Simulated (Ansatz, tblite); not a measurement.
Spin states of the cluster AlCu2⁺, each relaxed with PBE-D4/def2-TZVP in Ansatz. Electronic energies in the gas phase.

The xTB rows come from tblite. HSE06 is defined as in plane-wave codes, on full-range PBE exchange. Correlated methods freeze 23 core orbitals. In CCSD on the charge 1 quintet the largest single amplitude is 0.31, so its Hartree–Fock determinant may place the open shell otherwise than the density functionals do. HOMO above LUMO, or a gap near zero within one spin, warns that the state may not be the lowest or that an electron is smeared out. The structure comes from a short search, and lower isomers may exist.

Singlet geometry (D∞h within 0.1 Å):

```csv
atom,x (Å),y (Å),z (Å)
Cu1,-1.6846,1.5574,-0.0865
Cu2,1.6846,-1.5574,0.0865
Al3,0.0000,0.0000,0.0000
```

Triplet geometry (C2v within 0.1 Å):

Cartesian coordinates in Å:
```
Cu -0.813 0.821 -0.846
Cu 1.427 0.090 0.070
Al -0.614 -0.910 0.776
```

Quintet geometry (C2v within 0.1 Å):

Cartesian coordinates in Å:
```
Cu 0.362 -0.601 1.314
Cu 0.908 0.172 -1.168
Al -1.270 0.429 -0.146
```

⟨S²⟩: triplet 2.01 at PBE0-D4/def2-TZVP (pure 2.00), quintet 6.01 at PBE0-D4/def2-TZVP (pure 6.00).

Run but left out: HF/def2-TZVP, HF/def2-TZVPP, HF/def2-QZVPP, MP2/def2-TZVP, MP2/def2-TZVPP, MP2/def2-QZVPP (quintet: a determinant that CCSD turns far, T1 0.065).

Only these spin states were relaxed. The triplet has other bonds than the singlet, so the gap mixes isomer and spin. The quintet has other bonds than the singlet, so the gap mixes isomer and spin.

Problem. Estimate which spin state lies lowest at each of these levels, and by how much: GFN1-xTB; GFN2-xTB; PBE-D4/def2-TZVP; revPBE-D4/def2-TZVP; BLYP-D4/def2-TZVP; r2SCAN-D4/def2-TZVP; B97M-V/def2-TZVP; r2SCANh-D4/def2-TZVP; PBE0-D4/def2-TZVP; r2SCAN0-D4/def2-TZVP; HSE06-D4/def2-TZVP; RPA@PBE/def2-TZVP; CCSD/def2-TZVPP; CCSD(T)/def2-TZVPP.

Solution. 
| level | triplet − singlet (kcal/mol) | quintet − singlet (kcal/mol) | lowest of these | remarks |
| --- | --- | --- | --- | --- |
| GFN1-xTB | 12.1 | 88.8 | singlet | – |
| GFN2-xTB | 61.0 | 182.8 | singlet | – |
| PBE-D4/def2-TZVP | 25.5 | 106.5 | singlet | gap within one spin near zero (quintet) |
| revPBE-D4/def2-TZVP | 25.5 | 104.3 | singlet | gap within one spin near zero (quintet) |
| BLYP-D4/def2-TZVP | 28.5 | 114.3 | singlet | gap within one spin near zero (quintet) |
| r2SCAN-D4/def2-TZVP | 22.6 | 98.6 | singlet | – |
| B97M-V/def2-TZVP | 25.8 | 106.1 | singlet | – |
| r2SCANh-D4/def2-TZVP | 23.3 | 101.2 | singlet | – |
| PBE0-D4/def2-TZVP | 26.5 | 110.8 | singlet | – |
| r2SCAN0-D4/def2-TZVP | 23.9 | 104.8 | singlet | – |
| HSE06-D4/def2-TZVP | 26.5 | 110.8 | singlet | – |
| RPA@PBE/def2-TZVP | 28.5 | 88.2 | singlet | – |
| CCSD/def2-TZVPP | 30.2 | 116.6 | singlet | large T1 (0.065) (quintet) |
| CCSD(T)/def2-TZVPP | 30.0 | 117.0 | singlet | large T1 (0.065) (quintet) |

Change of the quintet − singlet gap on mixing in exact exchange, in kcal/mol: PBE to PBE0 (25 % exact exchange) 4.3; r2SCAN to r2SCANh (10 % exact exchange) 2.6; r2SCAN to r2SCAN0 (25 % exact exchange) 6.2. The xTB methods have no spin-polarisation term.
